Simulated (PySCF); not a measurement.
Calculated properties of `C#C[SiH2]P[SiH2]` [radical]

Compound: C2H6PSi2 (doublet state).
Geometry (GFN2-xTB, Å), atoms numbered from 1 in this order:
```
atom  x, y, z in Å
C1    -3.027    0.773    1.486
C2    -2.094    0.695    0.732
Si3   -0.609    0.544   -0.359
P4     1.007   -0.408    0.871
Si5    2.530   -0.909   -0.654
H6    -3.852    0.848    2.136
H7    -0.131    1.878   -0.735
H8    -0.969   -0.250   -1.541
H9     0.423   -1.658    0.927
H10    3.223    0.329   -1.031
H11    3.505   -1.839   -0.073
```

From GFN2-xTB geometry:

- Point group of the GFN2-xTB geometry: C1
- Rotational constants A, B, C of the GFN2-xTB geometry: 8.077, 1.016, 0.927 GHz

From UKS B3LYP, pcH-1 on C H P Si, non-relativistic, mean-field spin-orbit, GIAO (PySCF):

* Isotropic g value: 2.00452
* Principal g values: 2.00174, 2.00390, 2.00792
* Spin squared ⟨S²⟩: 0.752
* Largest Mulliken spin population: 0.84 on Si5
* Largest isotropic hyperfine couplings (means over sets of like nuclei): 29Si -448.0 (Si5), 1H +43.7 (H10/H11), 31P +36.4 (P4), 29Si -30.6 (Si3), 1H +14.6 (H9) MHz

Monoisotopic mass (most abundant isotopes): 116.9746 u.

The rotational constants make it an asymmetric top with κ = (2B − A − C)/(A − C) = -0.98, nearer the prolate limit (−1). With B = h/(8π²I), that is 505.379 GHz u Å² over I, the principal moments of inertia are 62.6, 497.6 and 545.3 u Å² (most abundant isotopes); the inertial defect Ic − Ia − Ib is -14.9 u Å² (zero for a rigid planar frame, negative otherwise). ⟨S²⟩ is 0.002 above the pure-spin value S(S + 1) = 0.75. At 9.50 GHz, hν = g·μB·B₀ (B₀ the magnetic field) puts the centre of the isotropic spectrum, to first order, at 338.6 mT.

One conformer (not necessarily the lowest) at the GFN2-xTB geometry, without solvent or vibrations. Hyperfine couplings depend on the geometry, which wasn't re-optimised at a DFT level. Couplings of like nuclei are plain means over topologically equivalent atoms, as if these changed places fast (by rotation of a methyl-like group, say); in this geometry the members of some sets differ.

For the EPR job (B3LYP), time: 64 s wall. Hardware: one thread of an Arm Neoverse N1, no GPU (shared host).
